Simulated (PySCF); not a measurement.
## F (fluorine, neutral) across methods

[He] 2s1 2p6, 2S determinant (an excited configuration). Computed with PySCF 2.14 in aug-cc-pVTZ, with the non-relativistic Hamiltonian (point nucleus).

| method | E (hartree) | mean ε 2s α (eV) | mean ε 2p α (eV) | mean ε 2p β (eV) | Σ⟨r²⟩ (bohr²) | ⟨S²⟩ |
| --- | --- | --- | --- | --- | --- | --- |
| PBE | -98.9695 | -31.346 | -12.410 | -10.658 | 11.08 | 0.754 |
| wB97X-V | -98.9932 | -37.819 | -17.504 | -15.132 | 11.00 | 0.755 |
| M06-2X | -98.9703 | -38.529 | -17.395 | -14.718 | 10.90 | 0.756 |
| r2SCAN0 | -98.9320 | -36.805 | -15.600 | -12.554 | 10.86 | 0.759 |
| LDA | -98.4326 | -31.040 | -12.550 | -10.882 | 11.11 | 0.753 |
| revPBE | -99.0300 | -31.383 | -12.354 | -10.591 | 11.07 | 0.754 |
| UHF | -98.52856 | -47.159 | -22.378 | -16.282 | 10.89 | 0.775 |
| PBE0 | -98.9297 | -35.420 | -15.008 | -12.364 | 10.95 | 0.756 |

Problem. Estimate the same row for r2SCAN.

Solution. E (hartree) = -98.9645; mean ε 2s α (eV) = -33.331; mean ε 2p α (eV) = -13.192; mean ε 2p β (eV) = -10.913; Σ⟨r²⟩ (bohr²) = 10.91; ⟨S²⟩ = 0.757.
